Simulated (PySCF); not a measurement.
# From computed data to an observable: oscillator strength and radiative lifetime

C₂H₆BF₃O, SMILES CO(C)->B(F)(F)F (connectivity only; charge and spin as stated), neutral, multiplicity 1.

Geometry optimised at ωB97X-D3(BJ)/def2-SVP. The isomer is the one that the SMILES or the coordinates give; other isomers of the formula were not compared. Other conformers were not sampled.

TDA-B3LYP/def2-SVPD (PySCF) puts the first singlet state with f over 0.02 at 8.39 eV (vertical), with the transition dipole (-0.137, -0.387, 0.000) in atomic units.

Q: Find the oscillator strength, the wavelength and the radiative lifetime that this transition would have in vacuum if emission retraced absorption.

A: 
|μ|² = 0.1685 au, so |μ| = 1.04 D. ΔE = 8.39/27.211 = 0.3083 hartree. f = (2/3) ΔE |μ|² = 0.035 (the program prints 0.035).
λ = 1239.84/8.39 = 148 nm; ν = 67670 cm⁻¹.
Einstein's coefficient A = 0.6670 ν² f s⁻¹ (ν in cm⁻¹) = 1.1e8 s⁻¹, so τ = 1/A = 9.5 ns. This state is S1. The figure is the radiative limit of this one transition; relaxation, internal conversion, crossing to triplets and a medium change what is measured.
